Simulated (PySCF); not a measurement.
Isomers of GeH6N2, one conformer each. Theory: core-valence-separated Tamm–Dancoff BHandHLYP/aug-pcX-1 (pcseg-1 on H, def2-SVPD on Ge) in PySCF, non-relativistic, gas phase, PBE0-D3(BJ)/def2-SVP geometry. No empirical shift is added; at this level the pattern usually sits a few eV under experiment.

P. `[GeH3][NH]N`
Q. `[NH2][GeH2][NH2]`

Main lines, eV (oscillator strength):
1. N K: 399.7 (0.013), 399.9 (0.013), 400.4 (0.030), 400.7 (0.018), 400.9 (0.025)
2. N K: 398.9 (0.016), 399.9 (0.027), 400.1 (0.037), 400.1 (0.034), 400.2 (0.036)
Listed: the first five lines at most of each edge with a tenth or more of its strongest line's intensity; roots within 0.03 eV on the same or equivalent atoms are summed. Only the lowest roots were sought, and the top ones are left out.

Task: Which spectrum belongs to which isomer?

Result: 1 = P, 2 = Q.
- P: first N line listed at 399.7 eV, hole on the hydrazine nitrogen.
- Q: first N line listed at 398.9 eV, hole on the nitrogen bonded to Ge and 2 H.

Task: What are the ground-state energies of the isomers at BHandHLYP/aug-pcX-1 (pcseg-1 on H, def2-SVPD on Ge), relative to the lowest?

Result: P 182.2, Q 0.0 kJ/mol (electronic energies on these geometries, no dispersion or zero-point terms).
